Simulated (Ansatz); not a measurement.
Basis-set extrapolation for C2H5BF2 (`CCB(F)F`) (PBE0-D4/def2-TZVP geometry, frozen core, Ansatz 0.2.0). Multiplicity 1, RHF reference.

```csv
,def2-TZVPP,def2-QZVPP
HF,-302.481281,-302.495019
MP2 correlation,-0.940846,-1.017736
CCSD(T) correlation,-1.001927,not run
```

Energies in hartree. Use E(X) = E(∞) + A·exp(−7.88·√X) for Hartree–Fock and E(X) = E(∞) + B·X^(−2.97) for correlation, with X = 3 and 4, and add CCSD(T) minus MP2 of the smaller set to the MP2 limit.

What is the CCSD(T) energy at the basis-set limit?

HF limit: -302.495019 + (-0.013738) × 0.13774 = -302.49691. MP2 limit: -1.017736 + (-0.076890) × 0.74074 = -1.07469. Higher-order term: -1.001927 − (-0.940846) = -0.06108. Total: -303.63268 hartree, 392.4 kJ/mol below CCSD(T)/def2-TZVPP.
